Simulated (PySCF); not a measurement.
**[Ti(Br)2(H)2] (charge 0, multiplicity 1)**

Calculation: PySCF 2.14.0 with TPSSh-D3(BJ)/def2-TZVP // TPSS-D3(BJ)/def2-SVP.

| Quantity | Result |
|---|---|
| HOMO | -8.48 eV |
| dipole moment | 0.07 D |
| HOMO–LUMO gap | 4.49 eV |
| LUMO | -3.99 eV |
| charge on the central atom (Mulliken) | 0.80 e |
| charge on the central atom (meta-Löwdin) | 1.04 e |
| total energy | -5998.9230 Ha |
| cost | around 4 core-minutes (rough) |

Bonds (Å): Ti1–Br2 2.319, Ti1–Br3 2.319, Ti1–H4 1.689, Ti1–H5 1.689. Angles (°): Br2–Ti1–Br3 117.6, Br2–Ti1–H4 106.9, Br2–Ti1–H5 106.8, Br3–Ti1–H4 106.8, Br3–Ti1–H5 106.8, H4–Ti1–H5 112.1.
